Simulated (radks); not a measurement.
Valence configurations of the lanthanum ion La2+ (all share [Xe]). Method: scalar-relativistic Kohn-Sham, LDA (Slater exchange, Perdew-Wang correlation), spin-polarised, spherical densities, point nucleus; open shells are filled with parallel spins first (spin-orbit coupling, left out, can overturn this in heavy ions); computed with a radial shooting solver on a logarithmic mesh with Libxc functionals. Energies are relative to 5d1; eigenvalues in eV for spin up.

valence      E (eV)  moment (Bohr magnetons)    e(4f)    e(5d)    e(6p)    e(6s)
5d1           0.000                        1        -  -15.125        -        -
4f1          -0.528                        1  -12.347        -        -        -
6s1           1.336                        1        -        -        -  -15.237
6p1           5.197                        1        -        -  -11.890        -
4f0.5 6s0.5  -0.236                        1  -15.866        -        -  -14.160
5d0.5 6p0.5   2.526                        1        -  -16.302  -11.137        -

NIST lists [Xe] 5d1 as the ground configuration; this level of theory puts 4f1 lower, by 0.528 eV. The energies are those of spherical high-spin densities, not of single terms.
